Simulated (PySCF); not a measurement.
# Spinor energies of Ce(53+) (cerium, charge +53)

Start: [He] 2s2 2p1; 2p3/2 filled at m_j = +3/2. Calculated with PySCF 2.14 in an even-tempered Gaussian basis (17 s from 33 bohr⁻², ratio 2.4; 12 p from 43 bohr⁻², ratio 2.4; 5 d from 140 bohr⁻², ratio 2.6; 4 f from 210 bohr⁻², ratio 2.6): generalised Hartree-Fock with the X2C-1e Hamiltonian and a Gaussian nucleus; one run each with spin-orbit coupling (SO) screened by Boettger's factors, then bare. This is a chosen level, not necessarily the ground level.

```csv
spinor shell,electrons,"ε, screened SO (eV)","ε, bare SO (eV)",weight of nominal j (bare SO),"rms radius, bare SO (bohr)"
1s1/2,2,-45898.1,-45898.4,1.000,0.0279
2s1/2,2,-10987.0,-10987.0,1.000,0.108
2p3/2,1,-10352.2,-10347.0,1.000,0.0968
```

```tsv
quantity	screened SO	bare SO
E (hartree)	-4703.70512	-4703.51540
M_J	3/2	3/2
⟨J²⟩	3.750	3.750
⟨L²⟩	2.000	2.000
⟨S²⟩	0.750	0.750
```

Each row is a mean over spinors that exchange with the open shell spreads, by up to 48.905 eV (2s1/2).

Breit and QED terms are absent; they matter most for the inner s and p1/2 levels.

Densities and radii are taken from the X2C orbitals without a picture-change correction, which distorts them close to the nucleus.
